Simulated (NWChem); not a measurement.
System: SbH2Br; SMILES [Br][SbH2]

Computed with NWChem. Structure relaxed at the PBE0/def2-SVP level. def2 effective core potentials on Sb; no spin-orbit coupling. Hybrids' shares of exact exchange are those that their runs print; pure functionals count as 0. The functionals differ in more than this share.

```csv
row,share of exact exchange,highest occupied level (eV)
PBE/def2-TZVP,0.00,-6.44
TPSS/def2-TZVP,0.00,-6.57
TPSSh/def2-TZVP,0.10,-7.01
B3LYP/def2-TZVP,0.20,withheld
Hartree-Fock/def2-TZVP,1.00,-9.97
```

Problem. Fit a straight line of the last column on the one before it, predict the withheld value, and compare with the run.

Solution. 
1. Means of the 4 shown rows: x = 0.275, y = -7.498. Slope Σ(x − x̄)(y − ȳ)/Σ(x − x̄)² = -2.424/0.7075 = -3.426; intercept -6.555.
2. The shown rows scatter about the line by 0.081 (root mean square); the largest residual is +0.11, at PBE/def2-TZVP.
3. At x = 0.20 (B3LYP/def2-TZVP; inside the shown range) the line gives -7.24.
4. The run gives -7.35, -0.11 from the line, 1.4 times the scatter.
